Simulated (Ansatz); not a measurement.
```xyz
9

Si   -0.1882   -0.3460    1.6141
S     0.5377   -1.3606   -0.1396
Si    0.2722    0.1219   -1.6135
Cl    1.3454    1.8120   -1.2063
Cl   -1.6854    0.6750   -1.8040
H    -1.6140    0.0215    1.4530
H     0.6242    0.8605    1.8941
H    -0.0270   -1.3450    2.6962
H     0.7352   -0.4392   -2.8941
```

Total charge 0; spin multiplicity 1.

Task: List the PBE0/def2-TZVPP orbital energies in eV (the Gaussian-basis code of Ansatz). (Estimate.)

Result: Computed: Occupied: -2767.75, -2767.75, -2422.67, -1805.13, -1803.47, -259.61, -259.61, -218.06, -197.89, -197.89, -197.76, -197.76, -197.76, -197.76, -161.86, -161.82, -161.72, -147.21, -145.76, -101.91, -101.89, -101.83, -100.46, -100.40, -100.39, -23.96, -23.21, -20.78, -15.69, -14.64, -11.90, -11.90, -11.57, -10.65, -10.21, -10.10, -9.65, -9.46, -9.42, -9.09, -7.98. Lowest empty: -0.37, -0.15, 0.02, 0.14, 0.95, 1.32, 1.54, 2.39.
